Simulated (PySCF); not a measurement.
H₃N.

```xyz
4

N      0.0000     0.0000     0.1116
H      0.8165     0.4714    -0.2605
H      0.0000    -0.9428    -0.2605
H     -0.8165     0.4714    -0.2605
```

Coordinates come from a B3LYP-D3(BJ)/def2-TZVP optimisation.

These are PBE/pcSseg-1 in PySCF values and carry that method's errors. Non-relativistic, no solvent.

Problem. Give the absolute GIAO shielding of each atom: isotropic value and principal components (ppm). (An estimate is asked for; the answer gives what the named calculation found.)

Solution. 
```
atom  σ(iso)    σ11    σ22    σ33  span
----  ------  -----  -----  -----  ----
N1     267.0  224.7  288.2  288.2  63.5
H2      31.8   26.2   27.0   42.4  16.2
H3      31.8   26.2   27.0   42.4  16.2
H4      31.8   26.2   27.0   42.4  16.2
```
